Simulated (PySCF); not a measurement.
Ligands exchanged one at a time, Ge Cl-SH. Isolated molecules, 0 K electronic values unless said otherwise. One relaxed conformer stands for each flexible species; it need not be the lowest. Strings in code marks are SMILES.

Calculation: ωB97X-D3(BJ)/def2-TZVP // PBE0-D3(BJ)/def2-TZVP (PySCF 2.14.0). All candidates: neutral, multiplicity 1. Delta-SCF ions had no search for a lower state. 

The HOMO–LUMO gap comes out as 10.97 eV and the vertical ionisation energy (Delta-SCF) comes out as 10.69 eV. The HOMO comes out as -10.82 eV.

**Question.** Identify which member has these values.
A. `[Cl][Ge]([Cl])([Cl])[Cl]`
B. `[SH][Ge]([SH])([Cl])[Cl]` (H–S–Ge–Cl torsion -83°, Cl–Ge–S–H torsion -178°)
C. `[SH][Ge]([SH])([SH])[SH]`
D. `[SH][Ge]([Cl])([Cl])[Cl]`

**Answer.** D, `[SH][Ge]([Cl])([Cl])[Cl]`. The others give `[SH][Ge]([SH])([SH])[SH]`: 10.44 eV, 9.84 eV, -9.85 eV; `[SH][Ge]([SH])([Cl])[Cl]` (H–S–Ge–Cl torsion -83°, Cl–Ge–S–H torsion -178°): 10.94 eV, 10.54 eV, -10.59 eV; `[Cl][Ge]([Cl])([Cl])[Cl]`: 12.13 eV, 12.28 eV, -12.18 eV
